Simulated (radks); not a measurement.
Values are calculated unless marked as measured or tabulated.
Nd, 60 electrons, occupied as [Xe] 4f2.5 5d1.5 6s2 (fractional occupations, a model configuration). Level of theory: Dirac Kohn-Sham, PBEsol, spin-unpolarised, spherical densities, finite nucleus; open shells are shared between the two j in proportion to 2j + 1; Fermi nuclear charge, rms radius 4.9123 fm (a radial shooting solver on a logarithmic mesh with Libxc functionals).

X-ray form factor f0, the Fourier transform of the density (f0(0) = 60):

| sin(theta)/lambda (1/angstrom) | f0 (electrons) |
|---|---|
| 0.05 | 58.501 |
| 0.1 | 55.173 |
| 0.15 | 51.561 |
| 0.2 | 48.120 |
| 0.25 | 44.868 |
| 0.3 | 41.842 |
| 0.4 | 36.634 |
| 0.5 | 32.443 |
| 0.6 | 28.951 |
| 0.8 | 23.414 |
| 1 | 19.574 |
| 1.25 | 16.504 |
| 1.5 | 14.296 |
| 2 | 10.489 |
